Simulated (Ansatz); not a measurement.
C4H4Si⁺, that is Si(CCH)2H2 with one electron fewer. Total charge 1; doublet. Geometry PBE0-D4/def2-SVP; atoms count from 1.

```xyz
9

Si   -0.8384    0.1115    0.2331
C     0.2692   -1.1018    1.0241
C     0.9715   -1.9393    1.5958
H     1.5882   -2.6748    2.0980
C    -0.0300    1.0700   -1.0906
C     0.4635    1.7485   -1.9949
H     0.8968    2.3443   -2.7890
H    -1.3182    1.0705    1.2859
H    -2.0025   -0.6289   -0.3625
```

(1) Estimate the Mulliken populations from the PBE0/def2-TZVP orbitals of Ansatz.

(2) Where does the spin sit?

(3) And the Mayer bond orders between heavy atoms (over 0.3)?

Results:

(1) 
```tsv
atom	charge (e)	spin (α − β)
Si1	0.35	-0.03
C2	-0.06	0.16
C3	0.00	0.26
H4	0.26	-0.01
C5	-0.06	0.16
C6	0.00	0.26
H7	0.26	-0.01
H8	0.13	0.11
H9	0.13	0.11
```
Mulliken values depend strongly on the basis.

(2) Summed by element: Si -0.03, C 0.83, H 0.20, of 1 unpaired in all. Largest on single atoms: C3 0.26, C6 0.26, C2 0.16.

(3) Si1–C2 1.02 (1.82 Å); Si1–C5 1.02 (1.82 Å); C2–C3 2.40 (1.23 Å); C5–C6 2.40 (1.23 Å).
